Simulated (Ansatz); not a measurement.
One geometry of the cluster Li9, several levels of theory.

```yaml
crystal:
  periodic: [false, false, false]
  atoms:
    - {symbol: Li, position_ang: [1.057670, -0.911605, -1.219866]}
    - {symbol: Li, position_ang: [0.963859, 1.989200, -0.986840]}
    - {symbol: Li, position_ang: [-1.748604, -2.379267, -0.931385]}
    - {symbol: Li, position_ang: [-3.362405, -0.583673, 1.240417]}
    - {symbol: Li, position_ang: [-0.865887, 1.514032, 1.576098]}
    - {symbol: Li, position_ang: [-1.575556, 0.487009, -0.985403]}
    - {symbol: Li, position_ang: [3.865622, 0.857196, -1.277371]}
    - {symbol: Li, position_ang: [2.065827, 0.319219, 1.223854]}
    - {symbol: Li, position_ang: [-0.400536, -1.292110, 1.360507]}
basis:
  gaussian: {orbitals: def2-TZVPD, initial_orbitals: start.molden}
magnetization: {spin_polarized: true, initial_magnetization: 1}
hamiltonian: {xc: r2scan}
scf: {omitted_lower_state_checks: [starts]}
output: {orbitals: {seedname: orbitals}}
```

The file start.molden holds the orbitals of an earlier run on this structure, at another level or in another basis.

```sh
$ ansatz run in.yaml --threads 2 --pin off --events-out ev --progress --plain --max-ram 4352MiB
```

It prints (some lines left out):

```
Functional definition: r2SCAN
1485 factors; their error is unknown
mean field evaluation 1: about -1839.5873 eV, gradient 3.9e0 eV
mean field evaluation 2: about -1839.6554 eV, gradient 2.2e-1 eV
mean field evaluation 4: about -1839.6488 eV, gradient 4.7e-1 eV
mean field evaluation 8: about -1839.6743 eV, gradient 4.7e-2 eV
mean field evaluation 16: about -1839.6746 eV, gradient 2.3e-5 eV
mean field -1839.67459132 eV, -67.6067942549 hartree, gradient 9.8e-6 eV, S^2 1.297958; 0 other end points of the search recorded, 0 dependent functions left out
reference -1839.67465850 eV, -67.6067967237 hartree; 14, 13 occupied and 139, 140 virtual orbitals, 1485 factors
Total energy: -1839.67465850 eV, -67.6067967237 hartree
Checks for a lower state left out: starts
```

Hardware: 2 threads of Arm Neoverse V2 on a shared host. Wall time 29 s.

As the first input, with `hamiltonian: {xc: pbe0}` (abridged; 16 s):

```
Functional definition: PBE0
mean field -1836.55648140 eV, -67.4922058289 hartree, gradient 9.8e-6 eV, S^2 0.889754
Total energy: -1836.55652469 eV, -67.4922074195 hartree
Checks for a lower state left out: starts
```

First input, but with `hamiltonian: {xc: pbe}` (abridged; 14 s):

```
Functional definition: PBE
mean field evaluation 16: about -1835.6352 eV, gradient 1.9e-5 eV
mean field -1835.63521837 eV, -67.4583500370 hartree, gradient 8.4e-6 eV, S^2 0.813913
Total energy: -1835.63527551 eV, -67.4583521369 hartree
Checks for a lower state left out: starts
```

Geometry: r2SCAN/def2-TZVPD, that of the charge -1 singlet.

At r2SCAN/def2-TZVPD, PBE0/def2-TZVPD the charge 0 doublet is spin-contaminated (final ⟨S²⟩ up to 1.30, 0.75 for a pure state). The structure comes from a short search, and lower isomers may exist.
